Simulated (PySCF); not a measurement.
# How methods differ on the excitation energy of C²⁺

C²⁺ [He] 2s2 (1S) → C²⁺ [He] 2s1 3d1 (3D), as a difference of total energies. Computed with PySCF 2.14 in aug-cc-pVQZ, with no relativity, point nucleus. Correlated levels: valence: 1s2 frozen. The calculations carry no spin-orbit coupling.

```tsv
method	excitation energy (eV)
UHF	31.689
LDA	31.767
PBE	31.671
PBE0	31.906
r2SCAN	31.686
HSE06	31.891
wB97M-V	32.225
B2PLYP	32.447
wB97X	31.723
MP2 (valence)	32.789
SCS-MP2 (valence)	33.133
```

Q: How much does correlation contribute at MP2 (valence)?

A: 32.789 − (31.689) = 1.100 eV, measured against UHF.

The promoted electron is Rydberg-like, and one or two diffuse shells describe it only roughly, which tends to raise the upper state.
